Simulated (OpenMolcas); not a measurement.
# Mo2+: effect of the IPEA shift

```yaml
Program: OpenMolcas
Basis: ANO-RCC-VTZP [7s6p4d2f1g]
Scalar_Hamiltonian: DKH2, point nucleus
Active_space: 4 electrons in 6 orbitals (4d 5s)
State_averaging: 2S+1 = 5 even, 15 roots; 2S+1 = 3 even, 95 roots kept (CI in the orbitals of an earlier block); 2S+1 = 1 even, 90 roots kept (CI in the orbitals of an earlier block)
Spin-orbit_coupling: state interaction with AMFI integrals over the reference wave functions, term energies averaged over their components
```

Methods on the same reference wave functions:
A. CASSCF
B. MS-CASPT2, IPEA 0 Eh, imaginary shift 0.1 Eh (closed shells correlated: 4s 4p)
C. MS-CASPT2, IPEA 0.25 Eh, imaginary shift 0.1 Eh (closed shells correlated: 4s 4p)

Energies in eV above 4d4 5D0, the measured ground level; measured values from Sugar and Musgrove, J. Phys. Chem. Ref. Data 17, 155 (1988).

```tsv
Level	A	B	C	Measured
4d4 5D0	0.0000	0.0000	0.0000	0.0000
4d4 5D1	0.0289	0.0319	0.0309	0.0300
4d4 5D2	0.0816	0.0874	0.0855	0.0829
4d4 5D3	0.1523	0.1587	0.1567	0.1518
4d4 5D4	0.2366	0.2409	0.2397	0.2321
4d4 3P0(1)	1.8911	1.370	1.500	1.3823
4d4 3H4	2.0029	1.628	1.731	1.5721
4d4 3P1(1)	2.0454	1.529	1.659	1.5511
4d4 3H5	2.0683	1.706	1.806	1.6460
4d4 3H6	2.1312	1.775	1.873	1.7124
4d4 3F2(1)	2.2434	1.737	1.877	1.7269
4d4 3F3(1)	2.2482	1.743	1.880	1.7294
4d4 3F4(1)	2.2813	1.791	1.923	1.7725
4d4 3P2(1)	2.2898	1.767	1.898	1.7801
4d4 3G3	2.5297	2.017	2.138	1.9678
4d4 3G4	2.5882	2.075	2.193	2.0188
4d4 3G5	2.6356	2.130	2.246	2.0723
4d4 1I6	3.1024	2.636	2.680	2.5157
4d4 3D3	3.1947	2.438	2.589	2.4162
4d4 3D2	3.2054	2.456	2.602	2.4272
4d4 3D1	3.2451	2.491	2.642	
4d4 1G4(1)	3.2884	2.682	2.778	2.5555
4d4 1D2(1)	3.7168	3.004	3.084	2.8276
4d4 1S0(1)	3.7814	2.871	3.055	2.8504
```

Deviations, from unrounded energies. A percentage is the sum of absolute deviations over the sum of measured energies, with the sign that they share, or ± where signs differ.

| Against measurement | Levels | A | B | C |
| --- | --- | --- | --- | --- |
| mean absolute deviation (cm-1) | 22 | 3900 | 350 | 1100 |
| fine structure of the ground term (%) | 4 | ±1.5 | +4.5 | +3.2 |
| other terms of the ground configuration (%) | 18 | +29.4 | ±2.5 | +8.2 |

B lies closest to measurement on these levels and A furthest from it. The largest miss of B in the table is 4d4 1D2(1), by +1400 cm-1. The ranking rests on the paired levels alone, and a cruder setting can come out closer through cancelling errors.

Between B and C the level of the table that moves most is 4d4 1S0(1), by 1500 cm-1 (lowest in B, highest in C). Moves below CASPT2's spread within the term are not significant.

From A to B the spin-free energies of the other terms of 4d4 shown, above 5D, scale by factors of 0.74 to 0.84, as is usual when dynamic correlation screens the repulsion within a d or f shell.

The lowest spin-free term lies below A's lowest term by 0.347 hartree in B, 0.337 hartree in C.

CASPT2 does not keep the components of a term degenerate, so their means are used; among the terms shown or strongly mixed into the levels shown the widest spread is 590 cm-1 (4d4 1I, B). Terms from blocks run as CI alone lack orbitals of their own. Configurations are named by rounded mean occupations; where the s occupation lies near a half they are strongly mixed, a name can repeat and a true partner stay unpaired. Without dynamic correlation excited terms often stand tens of per cent too high (terms of higher spin than the ground term too low), and those without a measured partner can miss by more than the paired ones (holds for A). Some levels mix across a computed gap that differs much from the measured one, so their mixing is not that of the real levels (holds for A; B). Blocks of more than 70 roots (2S+1 = 3 even, 1 even) ran without multistate coupling (holds for B; C). The CASPT2 spread within a term exceeds the gap to the next term for 4d4 1I and 4d4 1G(1), so the order of their levels is uncertain (holds for B). Computed and measured levels are paired by configuration, term and J; levels that our copy of the source lacks, or whose pairing is in doubt (as where it misses far off the trend of its configuration), stay unpaired and out of the deviations. Levels of configurations outside the active space are missing. Levels that lie high or do not pair safely by name in every column are left out.

A number in round brackets counts repeated terms of one configuration in the order of the reference energies.
